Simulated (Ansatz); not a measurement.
Cl4F2W (`[F][W]([F])([Cl])([Cl])([Cl])[Cl]`) from Hartree–Fock to CCSD(T)

```json
{"atom": "F1", "x (Å)": "-1.738", "y (Å)": "-0.720", "z (Å)": "-0.003"}
{"atom": "W2", "x (Å)": "-0.018", "y (Å)": "-0.033", "z (Å)": "-0.014"}
{"atom": "F3", "x (Å)": "0.496", "y (Å)": "-1.551", "z (Å)": "-0.942"}
{"atom": "Cl4", "x (Å)": "-0.493", "y (Å)": "0.951", "z (Å)": "-2.015"}
{"atom": "Cl5", "x (Å)": "-0.744", "y (Å)": "1.791", "z (Å)": "1.125"}
{"atom": "Cl6", "x (Å)": "0.377", "y (Å)": "-1.164", "z (Å)": "1.926"}
{"atom": "Cl7", "x (Å)": "2.120", "y (Å)": "0.726", "z (Å)": "-0.078"}
```

Charge 0, multiplicity 1. Correlated methods include outer-core shells of W, which these sets cover unevenly. W takes the def2 core potential. Geometry: relaxed with PBE0-D4/def2-TZVP. Frozen core, restricted reference, the Gaussian-basis code of Ansatz.

```
     basis      HF (Eh)  MP2 corr.  CCSD corr.       (T)  CCSD(T) total
  def2-SVP  -2102.66590   -1.31424    -1.29897  -0.05533    -2104.02020
def2-TZVPP  -2103.59785   -1.79074           –         –              –
def2-QZVPP  -2103.66006   -1.97591           –         –              –
```
